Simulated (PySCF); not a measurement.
PySCF input file for GeOBr2, SMILES [O]=[Ge]([Br])[Br], PBE0/pcSseg-1. Geometry optimised at B3LYP-D3(BJ)/def2-SVP.

```python
import numpy as np
from pyscf import gto, scf, dft
from pyscf.prop.nmr import rks as nmr

mol = gto.M(
    atom='''
    Ge    0.00000000    0.00000000    0.73547226
    O     0.00000000    0.00000000    2.37004493
    Br    0.00000000    1.86037616   -0.60707817
    Br    0.00000000   -1.86037616   -0.60707817
    ''',
    basis='pcSseg-1',
    charge=0,
    spin=0,
    max_memory=1600,
    verbose=3,
)
mf = dft.RKS(mol, xc='pbe0')
mf.grids.level = 3
mf.conv_tol = 1e-10
mf.max_cycle = 100
mf.kernel()
n = nmr.NMR(mf)
n.verbose = 2
n.max_cycle_cphf = 60
sigma = n.kernel()
print('atom   isotropic/ppm   span/ppm')
for i, s in enumerate(sigma):
    w = np.linalg.eigvalsh((s + s.T) / 2)
    print(f'{mol.atom_symbol(i):2s}{i + 1:3d} {w.mean():14.3f} {w[2] - w[0]:11.3f}')
```

Output:

```
converged SCF energy = -7298.8848558716
atom   isotropic/ppm   span/ppm
Ge  1       1185.907    1088.198
O   2       -284.505     502.239
Br  3       1840.685    1393.982
Br  4       1840.685    1393.982
```

The calculation finished and met its thresholds.
